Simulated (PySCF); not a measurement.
Atoms are numbered as in `[CH3:1][S:2](=[O:3])(=[O:4])[CH-:5][C:6]#[N:7]`. Hydrogens are named by the atom that carries them.

Geometry: PBE0-D3(BJ)/def2-SVP; GIAO absolute shieldings from PySCF 2.14.0 with density-fitted response routines, gas phase, non-relativistic, averaged over equivalent atoms.

At PBE0/pcSseg-1 (146 basis functions, 20 s wall time on 1 thread of an x86-64 server CPU, shared host):
```json
{"atoms": "C6", "σ (ppm)": "54.3"}
{"atoms": "C1", "σ (ppm)": "133.0"}
{"atoms": "C5", "σ (ppm)": "147.9"}
{"atoms": "S2", "σ (ppm)": "183.6"}
{"atoms": "O3/O4", "σ (ppm)": "109.1"}
{"atoms": "N7", "σ (ppm)": "-34.1"}
{"atoms": "H(C1)", "σ (ppm)": "29.01"}
{"atoms": "H(C5)", "σ (ppm)": "29.13"}
```

Estimate the result of repeating the calculation with WP04/pcSseg-2.

Answers


```json
{"atoms": "C6", "σ at WP04/pcSseg-2": "39.4", "change": "-14.9"}
{"atoms": "C1", "σ at WP04/pcSseg-2": "121.8", "change": "-11.2"}
{"atoms": "C5", "σ at WP04/pcSseg-2": "131.9", "change": "-16.0"}
{"atoms": "S2", "σ at WP04/pcSseg-2": "121.3", "change": "-62.3"}
{"atoms": "O3/O4", "σ at WP04/pcSseg-2": "100.9", "change": "-8.2"}
{"atoms": "N7", "σ at WP04/pcSseg-2": "-38.9", "change": "-4.8"}
{"atoms": "H(C1)", "σ at WP04/pcSseg-2": "29.38", "change": "+0.37"}
{"atoms": "H(C5)", "σ at WP04/pcSseg-2": "29.34", "change": "+0.21"}
```

The largest change is at S2 (sulfone sulfur). Cost: 315 basis functions, 74 s wall time on 1 thread of an x86-64 server CPU, shared host. The order of the carbon signals is the same at both levels.
